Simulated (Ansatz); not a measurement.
`C[CH2][Zn][OH]` + H–F → `C[CH2][Zn][F]` + H₂O  (ligand exchange at a Zn–O bond)

Program: Ansatz. Geometries: PBE0-D4/def2-TZVP. ΔE: electronic, gas phase. CCSD(T)/CBS adds triple-zeta CCSD(T) − MP2 to the extrapolated MP2 energy (def2 sets, frozen cores). This one scheme is used for every species. DFT in def2-TZVPP. For Zn outer-core shells are correlated without core-valence functions, which leaves a few kJ/mol of doubt a bond. Scalar relativity is left out up to krypton. Each species was taken in one conformer, which may not be the lowest.

```json
{"species": "`C[CH2][Zn][OH]`", "CAM-B3LYP energy (Eh)": "-1934.56484"}
{"species": "H–F", "CAM-B3LYP energy (Eh)": "-100.46747"}
{"species": "`C[CH2][Zn][F]`", "CAM-B3LYP energy (Eh)": "-1958.61119"}
{"species": "H₂O", "CAM-B3LYP energy (Eh)": "-76.43858"}
```

Task: Work out ΔE.

Result: ΔE = (-1958.61119) + (-76.43858) − (-1934.56484) − (-100.46747) = -0.01746 Eh = -11.0 kcal/mol. CCSD(T)/CBS gives -9.7 kcal/mol.

Largest T1 diagnostic among the species: 0.015.

In def2-TZVPP, CCSD(T) changes the Hartree–Fock value by +3.9 kcal/mol (the triples alone add +0.6 kcal/mol) and MP2 by +4.8 kcal/mol. At CCSD(T), def2-SVP lies −2.1 kcal/mol from the extrapolated value and def2-TZVPP +0.7 kcal/mol. Leaving LDA and LC-ωPBE aside and taking each functional with its dispersion term where it has one, the values, not all of them listed here, spread over 1.9 kcal/mol, from B97M-V to PBE-QIDH. LDA lies +1.7 kcal/mol from PBE without D4.
